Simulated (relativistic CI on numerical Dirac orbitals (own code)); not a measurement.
## Line list: Forbidden lines, Eu⁵⁸⁺

Calculated at this level of theory: Dirac-Coulomb-Breit CI, KLI orbitals optimised for each configuration, QED by a radiative potential, unscaled Slater integrals (own radial code, finite nucleus).

Configuration list (outside the closed core 1s2): 2s2 2p, 2s 2p2, 2p3, 2p2 3s, 2p2 3p, 2p2 3d, 2s2 3s, 2s2 3p, 2s2 3d, 2s 2p 3s, 2s 2p 3p, 2s 2p 3d, 2s2 4s, 2s2 4p, 2s2 4d, 2s2 4f. Levels of other configurations are missing.

| λ vac (Å) | Lower | Upper | Type | A (s⁻¹) | E lower (eV) | E upper (eV) |
| --- | --- | --- | --- | --- | --- | --- |
| 1.5646 | 2s 2p2 4P_3/2 [4] | 2p2 3d 4D_7/2 [96] | E2 | 3.00e+12 | 853.24 | 8777.77 |
| 1.5649 | 2s 2p2 4P_5/2 [9] | 2p2 3d 4F_9/2 [120] | E2 | 3.42e+12 | 1580.13 | 9502.84 |
| 1.5651 | 2s 2p2 4P_5/2 [9] | 2p2 3d 2F_7/2 [119] | E2 | 2.01e+12 | 1580.13 | 9501.98 |
| 1.5684 | 2s 2p2 2D_5/2 [5] | 2p2 3d 2G_9/2 [98] | E2 | 3.41e+12 | 890.14 | 8795.52 |
| 1.5722 | 2s 2p2 4P_3/2 [4] | 2p2 3d 2G_7/2 [92] | E2 | 3.66e+11 | 853.24 | 8739.46 |
| 1.5746 | 2s 2p2 4P_3/2 [4] | 2p2 3d 4D_1/2 [90] | E2 | 3.00e+12 | 853.24 | 8727.36 |
| 1.5796 | 2s 2p2 2D_5/2 [5] | 2p2 3d 2G_7/2 [92] | E2 | 1.60e+12 | 890.14 | 8739.46 |
| 1.5823 | 2s 2p2 4P_1/2 [2] | 2p2 3d 2D_3/2 [42] | E2 | 3.27e+12 | 207.87 | 8043.39 |
| 1.5833 | 2s 2p2 2P_3/2 [11] | 2p2 3d 2F_7/2 [119] | E2 | 1.38e+12 | 1671.04 | 9501.98 |
| 1.5919 | 2s 2p2 2D_3/2 [7] | 2p2 3d 2G_7/2 [92] | E2 | 1.34e+12 | 951.21 | 8739.46 |
| 1.6177 | 2s 2p2 2D_5/2 [5] | 2s 2p 3d 4F°_9/2 [70] | M2 | 6.99e+09 | 890.14 | 8554.33 |
| 1.6282 | 2s2 2p 2P°_1/2 [1] | 2s2 3p 2P°_3/2 [24] | E2 | 6.85e+11 | 0.00 | 7614.62 |
| 1.6306 | 2s 2p2 2D_3/2 [7] | 2s 2p 3p 2S_1/2 [71] | E2 | 6.81e+11 | 951.21 | 8554.81 |
| 1.6316 | 2s 2p2 4P_3/2 [4] | 2s 2p 3p 4D_7/2 [56] | E2 | 4.65e+11 | 853.24 | 8451.99 |
| 1.6375 | 2s 2p2 4P_1/2 [2] | 2s 2p 3p 4D_5/2 [29] | E2 | 6.45e+11 | 207.87 | 7779.46 |
| 1.6396 | 2s 2p2 2D_5/2 [5] | 2s 2p 3p 4D_7/2 [56] | E2 | 2.98e+11 | 890.14 | 8451.99 |
| 1.7776 | 2s 2p2 4P_5/2 [9] | 2s 2p 3p 2S_1/2 [71] | E2 | 2.35e+11 | 1580.13 | 8554.81 |
| 1.7778 | 2s 2p2 4P_5/2 [9] | 2s 2p 3d 4F°_9/2 [70] | M2 | 2.24e+10 | 1580.13 | 8554.33 |
| 1.7953 | 2s2 2p 2P°_3/2 [3] | 2s2 3p 2P°_3/2 [24] | E2 | 5.66e+11 | 708.56 | 7614.62 |
| 1.8011 | 2s 2p2 2P_3/2 [11] | 2s 2p 3p 2S_1/2 [71] | E2 | 6.71e+11 | 1671.04 | 8554.81 |
| 1.8042 | 2s 2p2 4P_5/2 [9] | 2s 2p 3p 4D_7/2 [56] | E2 | 3.77e+11 | 1580.13 | 8451.99 |
| 1.8284 | 2s 2p2 2P_3/2 [11] | 2s 2p 3p 4D_7/2 [56] | E2 | 3.23e+10 | 1671.04 | 8451.99 |
| 1.8518 | 2s2 2p 2P°_3/2 [3] | 2s2 3p 2P°_1/2 [17] | E2 | 1.15e+12 | 708.56 | 7403.98 |
| 17.498 | 2s2 2p 2P°_1/2 [1] | 2s2 2p 2P°_3/2 [3] | M1 | 1.61e+09 | 0.00 | 708.56 |
| 18.481 | 2s 2p 3d 4F°_7/2 [38] | 2s 2p 3d 4F°_9/2 [70] | M1 | 1.58e+09 | 7883.47 | 8554.33 |
| 19.211 | 2s 2p2 4P_1/2 [2] | 2s 2p2 4P_3/2 [4] | M1 | 1.66e+09 | 207.87 | 853.24 |

Terms are leading LS components. Brackets give the number of a level in order of energy, since labels repeat. The list gives strong lines, with weight on those to low levels. Levels whose partners in the same complex of configurations lie outside the list can be far off, and so can their lines. Rates are taken at the computed energies, electric ones in the length gauge.

At this charge energies of transitions that change n are usually good to better than 1 %, and those within a shell (Δn = 0) to a few per cent.

LS names give the leading component of a level, which can be under half, so a name can repeat, a term be missing and a line seem to break the LS rules.
